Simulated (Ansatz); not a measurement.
Gas-phase electronic energies from Ansatz, PBE0-D4/def2-TZVP geometries. CBS: MP2 limit from def2 TZ/QZ plus the TZ coupled-cluster correction, frozen cores. Functionals use def2-TZVPP. B3LYP here is the variant with VWN-RPA as its local correlation; programs differ in this. HSE06 is defined as in plane-wave codes. Elements past krypton have def2 core potentials. For Sn outer-core shells are correlated without core-valence functions, which leaves a few kJ/mol of doubt a bond.

Reaction (redistribution): `N#[C][SnH]([F])[F]` + `C[SiH](F)F` → `[F][SnH]([F])[F]` + `C[SiH](F)C#N`

| level | ΔE (kJ/mol) | difference from CCSD(T)/CBS |
| --- | --- | --- |
| PBE-D4 | 58.0 | -13.4 |
| revPBE-D4 | 56.0 | -15.4 |
| BLYP-D4 | 59.1 | -12.3 |
| r2SCAN-D4 | 64.1 | -7.3 |
| B97M-V | 63.6 | -7.8 |
| PBE0-D4 | 65.7 | -5.7 |
| r2SCANh-D4 | 66.8 | -4.6 |
| r2SCAN0-D4 | 70.5 | -0.9 |
| HSE06-D4 | 65.6 | -5.8 |
| BHLYP-D4 | 73.4 | 2.0 |
| ωB97X-V | 66.6 | -4.8 |
| ωB97M-V | 70.0 | -1.4 |
| PBE-QIDH | 73.3 | 1.9 |
| PBE | 58.3 | -13.1 |
| revPBE | 56.5 | -14.9 |
| BLYP | 59.5 | -11.9 |
| r2SCAN | 64.3 | -7.1 |
| PBE0 | 65.9 | -5.5 |
| B3LYP | 66.0 | -5.4 |
| r2SCANh | 67.0 | -4.4 |
| HSE06 | 65.8 | -5.6 |
| BHLYP | 73.3 | 1.9 |
| CAM-B3LYP | 69.3 | -2.1 |
| LC-ωPBE | 65.9 | -5.5 |
| RPA@PBE/def2-TZVPP | 77.7 | 6.3 |
| HF/def2-SVP | 69.5 | -1.9 |
| MP2/def2-SVP | 61.7 | -9.7 |
| CCSD/def2-SVP | 64.9 | -6.5 |
| CCSD(T)/def2-SVP | 64.1 | -7.3 |
| HF/def2-TZVPP | 78.7 | 7.3 |
| MP2/def2-TZVPP | 77.6 | 6.2 |
| SCS-MP2/def2-TZVPP | 76.7 | 5.3 |
| CCSD/def2-TZVPP | 79.3 | 7.9 |
| CCSD(T)/def2-TZVPP | 77.8 | 6.4 |
| HF/def2-QZVPP | 76.8 | 5.4 |
| MP2/def2-QZVPP | 73.3 | 1.9 |
| SCS-MP2/def2-QZVPP | 72.6 | 1.2 |
| HF/CBS(def2) | 76.6 | 5.2 |
| MP2/CBS(def2) | 71.2 | -0.2 |
| CCSD/CBS(def2) | 73.0 | 1.6 |
| CCSD(T)/CBS | 71.4 | 0 |

Task: What do rigid-rotor, harmonic-oscillator terms from PBE0-D4/def2-TZVP frequencies (298.15 K, 1 bar) make of the CCSD(T)/CBS value? (Estimate.)

Result: The calculation gave: ΔZPE = -0.7 kJ/mol, ΔH = +70.6 kJ/mol, ΔS = -10 J/(mol·K), ΔG = +73.5 kJ/mol.

Largest T1 diagnostic among the species: 0.015.

From PBE to PBE0 (25 % exact exchange), in def2-TZVPP and without D4, ΔE moves by +7.6 kJ/mol. At CCSD(T), def2-SVP lies −7.3 kJ/mol from the extrapolated value and def2-TZVPP +6.4 kJ/mol.
